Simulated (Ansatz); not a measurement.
`O=C=N[SiH2]O` and `O=C=N[SiH2]Cl` differ in one atom or group.

Ansatz, PBE0-D4/def2-TZVP geometries, multiplicity 1. Each molecule was computed in one conformer, which needn't be the lowest.

| property | `O=C=N[SiH2]O` |
| --- | --- |
| HOMO energy (PBE0/def2-TZVPP) / eV | -8.68 |
| size of the dipole moment (ωB97M-V/def2-TZVPP) / D | 2.08 |
| LUMO energy (ωB97M-V/def2-TZVPP) / eV | 1.58 |
| HOMO–LUMO gap (PBE/def2-TZVPP) / eV | 6.26 |
| HOMO–LUMO gap (PBE0/def2-TZVPP) / eV | 8.55 |
| HOMO energy (ωB97M-V/def2-TZVPP) / eV | -10.90 |

Problem. Give the same properties after the change, and the shifts. (Best estimate.)

Solution. Ansatz gave: 
| property | `O=C=N[SiH2]Cl` | shift |
| --- | --- | --- |
| HOMO energy (PBE0/def2-TZVPP) / eV | -8.89 | -0.21 |
| size of the dipole moment (ωB97M-V/def2-TZVPP) / D | 1.65 | -0.43 |
| LUMO energy (ωB97M-V/def2-TZVPP) / eV | 1.64 | 0.06 |
| HOMO–LUMO gap (PBE/def2-TZVPP) / eV | 6.24 | -0.02 |
| HOMO–LUMO gap (PBE0/def2-TZVPP) / eV | 8.56 | 0.01 |
| HOMO energy (ωB97M-V/def2-TZVPP) / eV | -11.09 | -0.19 |

The zero-point energy changes by -32.7 kJ/mol with -3 modes. Dipoles are sizes alone; their direction can turn.
